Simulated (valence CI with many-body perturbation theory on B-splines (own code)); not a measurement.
Questions on Yb LXV

Calculated by relativistic CI+MBPT: four valence electrons over a frozen Dirac-Fock core [He], radial functions for each j: 11 s, 11 p, 9 d, 7 f, 5 g, 2 h, 1 i, with the one-electron correlation potential Σ1 (screened to all orders), the two-electron term Σ2, the three-electron term Σ3, Breit, model QED; selected single and double excitations, second order for the rest (own B-spline code, finite nucleus).

The last digits are not significant, and no measured levels were compared; by estimate large intervals hold to a few tenths of a per cent, small ones and those within an open d or f shell to about a per cent. Among the levels kept, up to 300 cm⁻¹ of a level comes from second order outside the variational space, and about a tenth of that is noise between levels of different J, which matters for small intervals.

Levels are named by their leading jj configuration (3d3/2^4 stands for four electrons in 3d with j = 3/2), which in mixed levels can hold well under half, so a name can repeat and another be missing.

Rates and lifetimes use the calculated energies. Strong lines usually hold to 10 to 20 %, long lifetimes can be off by a factor of two.

Task: What is the ground level?

Result: (2s^2 2p1/2^2) J=0, composition 68 % 2s²2p² ³P + 31 % 2s²2p² ¹S.

Task: How well does LS coupling describe the low levels?

Result: Among the lowest 20 levels the leading LS term, summed over configurations, holds 67 % on average. For single configurations the figures are 67 % in LS and 100 % in jj coupling. Terms mix most in the J = 1 level at 1449 eV, where the leading one holds 31 %.

Task: Where does the other parity begin?

Result: At (2s 2p1/2^2 2p3/2) J=2, 1367 eV.

Task: Among levels below 11107 eV, which E1 lines absorb most strongly from the ground level?

Result: to (2s^2 2p1/2 3d3/2) J=1 at 0.1285 nm, f = 1.09; to (2s 2p1/2^2 3p1/2) J=1 at 0.1309 nm, f = 0.343; to (2s 2p1/2^2 3p3/2) J=1 at 0.1263 nm, f = 0.311.

Task: Name the longest-lived excited levels whose lifetime is computed, and their main decay.

Result: (2s^2 2p1/2 2p3/2) J=2 at 1109 eV lives 30.0 ns, mostly by E2 to (2s^2 2p1/2^2) J=0; (2s^2 2p1/2 2p3/2) J=1 at 1091 eV lives 124 ps, mostly by M1 to (2s^2 2p1/2^2) J=0; (2s 2p1/2^2 2p3/2) J=2 at 1367 eV lives 35.0 ps, mostly by E1 to (2s^2 2p1/2 2p3/2) J=1.

Task: What is the ionisation energy?

Result: 16193 eV; NIST lists 16191 ± 24 eV (theoretical).

Task: What are the static dipole polarisabilities of the lowest levels?

Result: (2s^2 2p1/2^2) J=0 0.000105 bohr³, of which the core gives 2.84e-07.
